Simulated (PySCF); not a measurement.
Job file and geometry (Å, from GFN2-xTB) of a spin–spin coupling run on SMILES BC#[C][Ga]([CH3])[CH3], C₄H₈BGa, B3LYP/pcJ-1 Ga:pcSseg-1 indirect spin-spin coupling, non-relativistic, gas phase in PySCF; density fitting, a coarse starting grid and PySCF grid level 2 are the driver's defaults:

```
$ OMP_NUM_THREADS=1 python probes_run.py task.json out

{"job": {"kind": "j", "xc": "B3LYP", "basis": "pcJ-1"}, "charge": 0, "multiplicity": 1}
B      3.814195     0.345924     0.173217
C      2.331454     0.180111     0.057456
C      1.117738     0.049027    -0.036789
Ga    -0.852006    -0.092941    -0.206754
C     -1.696100    -1.900104     0.201696
C     -1.834348     1.594047    -0.787299
H      4.278263     0.699899     1.188032
H      4.495603     0.129329    -0.753281
H     -1.338052    -2.667041    -0.490931
H     -2.785652    -1.846392     0.117488
H     -1.445631    -2.232655     1.213114
H     -2.645407     1.829860    -0.092107
H     -1.158337     2.451853    -0.835130
H     -2.282400     1.458611    -1.775856
```

Problem. Write the output of this run.

Solution. 
```
coarse grid: 53096 points
cycle   1  E = -2106.5963400000  dE = -3.790e-01  |g| = 1.194e+00  |ddm| = 3.311e+00
cycle   2  E = -2106.4236426461  dE =  1.727e-01  |g| = 1.553e+00  |ddm| = 1.873e+00
cycle   3  E = -2106.7589550522  dE = -3.353e-01  |g| = 1.709e-01  |ddm| = 1.250e+00
cycle   4  E = -2106.7595315724  dE = -5.765e-04  |g| = 1.594e-01  |ddm| = 2.051e-01
cycle   5  E = -2106.7659402672  dE = -6.409e-03  |g| = 2.032e-02  |ddm| = 1.077e-01
cycle   6  E = -2106.7660511500  dE = -1.109e-04  |g| = 5.794e-03  |ddm| = 2.117e-02
cycle   7  E = -2106.7660603339  dE = -9.184e-06  |g| = 9.897e-04  |ddm| = 6.785e-03
final grid: 112312 points
cycle   8  E = -2106.7660660681  dE =  5.720e-08  |g| = 1.162e-03  |ddm| = 2.384e-03
cycle   9  E = -2106.7660654922  dE =  5.759e-07  |g| = 1.906e-03  |ddm| = 2.603e-03
cycle  10  E = -2106.7660664039  dE = -9.117e-07  |g| = 4.857e-04  |ddm| = 1.529e-03
cycle  11  E = -2106.7660664635  dE = -5.959e-08  |g| = 9.386e-05  |ddm| = 3.893e-04
cycle  12  E = -2106.7660664658  dE = -2.295e-09  |g| = 4.189e-06  |ddm| = 6.769e-05
cycle  13  E = -2106.7660664658  dE = -1.000e-11  |g| = 1.396e-06  |ddm| = 5.505e-06
converged SCF energy = -2106.7660664658

Indirect spin-spin couplings (Hz)
  i      j    bonds     total        FC       PSO       DSO        SD
  0 B    1 C    1     88.927    91.070    -2.528     0.157     0.228
  0 B    2 C    2     15.206    13.815     0.587    -0.146     0.951
  0 B    6 H    1    138.427   138.916    -1.439     0.347     0.604
  0 B    7 H    1    138.548   139.038    -1.442     0.346     0.605
  1 C    2 C    1    110.512   108.565     1.812     0.135         -
  1 C    4 C    3      1.924     1.986     0.005    -0.068         -
  1 C    5 C    3      1.829     1.880     0.012    -0.063         -
  1 C    6 H    2      2.488     2.846    -0.215    -0.142         -
  1 C    7 H    2      2.504     2.861    -0.214    -0.143         -
  1 C    9 H    4      0.668     0.783     0.249    -0.363         -
  1 C   11 H    4      0.310     0.378     0.233    -0.302         -
  1 C   12 H    4     -0.187    -0.172     0.024    -0.040         -
  1 C   13 H    4      0.197     0.247     0.222    -0.271         -
  2 C    4 C    2     13.031    13.219    -0.109    -0.079         -
  2 C    5 C    2     13.292    13.475    -0.108    -0.076         -
  2 C    6 H    3      3.663     3.067     0.863    -0.267         -
  2 C    7 H    3      3.651     3.054     0.864    -0.268         -
  2 C    8 H    3     -1.521    -1.389    -0.028    -0.103         -
  2 C    9 H    3      6.171     6.506     0.214    -0.549         -
  2 C   10 H    3     -1.495    -1.380    -0.039    -0.077         -
  2 C   11 H    3      2.399     2.689     0.142    -0.432         -
  2 C   12 H    3     -0.471    -0.471    -0.086     0.086         -
  2 C   13 H    3      0.998     1.263     0.105    -0.370         -
  4 C    5 C    2     10.501    10.789    -0.164    -0.124         -
  4 C    6 H    5     -0.268    -0.208     0.071    -0.131         -
  4 C    7 H    5     -0.265    -0.205     0.070    -0.130         -
  4 C    8 H    1    136.402   133.926     1.674     0.802         -
  4 C    9 H    1    136.966   134.532     1.636     0.798         -
  4 C   10 H    1    136.776   134.314     1.660     0.802         -
  4 C   11 H    3     -1.356    -1.165     0.022    -0.213         -
  4 C   12 H    3      3.454     3.851     0.207    -0.603         -
  4 C   13 H    3     -1.301    -1.084     0.046    -0.263         -
  5 C    6 H    5     -0.283    -0.225     0.064    -0.121         -
  5 C    7 H    5     -0.290    -0.233     0.065    -0.123         -
  5 C    8 H    3      0.722     1.037     0.162    -0.478         -
  5 C    9 H    3     -1.004    -0.859    -0.039    -0.106         -
  5 C   10 H    3      1.027     1.357     0.169    -0.499         -
  5 C   11 H    1    135.505   133.007     1.697     0.802         -
  5 C   12 H    1    140.193   137.864     1.531     0.798         -
  5 C   13 H    1    134.790   132.267     1.720     0.804         -
  6 H    7 H    2     -5.361    -5.246     2.229    -2.344         -
  6 H    9 H    6     -0.289    -0.054     0.459    -0.694         -
  7 H    9 H    6     -0.280    -0.045     0.465    -0.700         -
  8 H    9 H    2    -12.936   -13.887     3.058    -2.107         -
  8 H   10 H    2    -15.690   -16.669     3.006    -2.027         -
  8 H   11 H    4     -0.559     0.116     0.843    -1.518         -
  8 H   12 H    4     -1.023    -0.068     0.955    -1.909         -
  9 H   10 H    2    -12.612   -13.558     3.066    -2.119         -
  9 H   12 H    4     -0.810    -0.153     0.891    -1.548         -
 10 H   11 H    4     -0.227     0.257     0.443    -0.927         -
 10 H   12 H    4     -0.603     0.341     0.914    -1.858         -
 10 H   13 H    4     -0.814    -0.052     0.918    -1.681         -
 11 H   12 H    2    -12.378   -13.317     3.070    -2.131         -
 11 H   13 H    2    -15.458   -16.445     3.018    -2.031         -
 12 H   13 H    2    -13.302   -14.252     3.046    -2.097         -
```

Size and cost of the density-fitted run: 256 basis functions, 66 s wall time on 1 thread of an Arm Neoverse V2, shared host; peak memory 1 GiB.
